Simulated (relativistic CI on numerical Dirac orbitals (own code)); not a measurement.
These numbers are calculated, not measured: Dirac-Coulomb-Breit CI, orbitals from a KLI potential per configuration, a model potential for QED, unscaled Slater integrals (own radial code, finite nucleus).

The strongest absorption lines from the ground level of an ion, among the configurations computed and to levels below about 1250 eV (vacuum wavelength in nm, gf): 1.0941 (0.37), 1.1015 (0.79), 1.1046 (0.28), 1.1082 (0.5), 1.1114 (0.21), 1.1152 (0.24), 3.7785 (1.7), 4.0105 (0.69).

Q: Which ion is it?
A. Ba XXXI
B. Sm XXXV
C. Sm XXXVII
D. Er XLIII

A: C. Sm XXXVII has 26 electrons and the ground level 3s²3p⁶3d⁸ ³F4; the strongest line goes to 3s²3p⁵3d⁹ ³D°3. The pattern of lines fixes the number of electrons, and along that sequence the line energies rise steadily with the charge (about as its square where n changes within one kind of shell, about linearly where n is kept but much faster in heavy ions where fine structure, which grows about as Z⁴, sets the gap, and irregularly where shells cross), which fixes Z. Configurations outside the model, such as inner-shell arrays, can give stronger lines. At this charge energies of transitions that change n are usually good to better than 1 %, and those within a shell (Δn = 0) to a few per cent. Terms inside the open d or f shell come out 10 to 20 % too wide with unscaled integrals.

LS names give the leading component of a level, which can be under half, so a name can repeat, a term be missing and a line seem to break the LS rules.
